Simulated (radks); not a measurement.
The numbers below are computed, except where a source is named.
Species: I. Configuration: [Kr] 4d10 5s1.75 5p5 6s0.25 (fractional occupations, a model configuration). Code: a radial shooting solver on a logarithmic mesh with Libxc functionals. Model: Dirac Kohn-Sham, exchange-only LDA, spin-unpolarised, spherical densities, finite nucleus; open shells fill j = l - 1/2 first; Fermi nuclear charge, rms radius 4.75 fm.

Normalised radial functions P(r) = r R(r) (large component), r in bohr:

| r | 4d3/2 | 4d5/2 |
|---|---|---|
| 0.0009489 | 0.0000 | 0.0000 |
| 0.001317 | 0.0000 | 0.0000 |
| 0.001814 | 0.0000 | 0.0000 |
| 0.002518 | 0.0001 | 0.0000 |
| 0.003496 | 0.0001 | 0.0001 |
| 0.004853 | 0.0003 | 0.0002 |
| 0.006683 | 0.0007 | 0.0006 |
| 0.009277 | 0.0017 | 0.0014 |
| 0.01288 | 0.0041 | 0.0035 |
| 0.01788 | 0.0097 | 0.0085 |
| 0.02462 | 0.0218 | 0.0197 |
| 0.03418 | 0.0483 | 0.0445 |
| 0.04744 | 0.1012 | 0.0951 |
| 0.06534 | 0.1936 | 0.1847 |
| 0.0907 | 0.3396 | 0.3280 |
| 0.1259 | 0.5137 | 0.5022 |
| 0.1748 | 0.6245 | 0.6185 |
| 0.2407 | 0.5223 | 0.5280 |
| 0.3341 | 0.0915 | 0.1109 |
| 0.4638 | -0.5600 | -0.5345 |
| 0.6439 | -1.0629 | -1.0459 |
| 0.8867 | -1.1033 | -1.1027 |
| 1.231 | -0.7569 | -0.7679 |
| 1.709 | -0.3485 | -0.3599 |
| 2.372 | -0.1028 | -0.1085 |
| 3.267 | -0.0184 | -0.0200 |
| 4.535 | -0.0016 | -0.0018 |
| 6.295 | 0.0000 | -0.0001 |
| 8.669 | 0.0000 | 0.0000 |
| 12.03 | 0.0000 | 0.0000 |
| 16.71 | 0.0000 | 0.0000 |
| 23.19 | 0.0000 | 0.0000 |

4d3/2: eigenvalue -51.294 eV, 1 radial node at r = 0.351 bohr, <r> = 0.916 bohr, 90 % of the charge inside 1.40 bohr. 4d5/2: eigenvalue -49.572 eV, 1 radial node at r = 0.355 bohr, <r> = 0.928 bohr, 90 % of the charge inside 1.42 bohr.
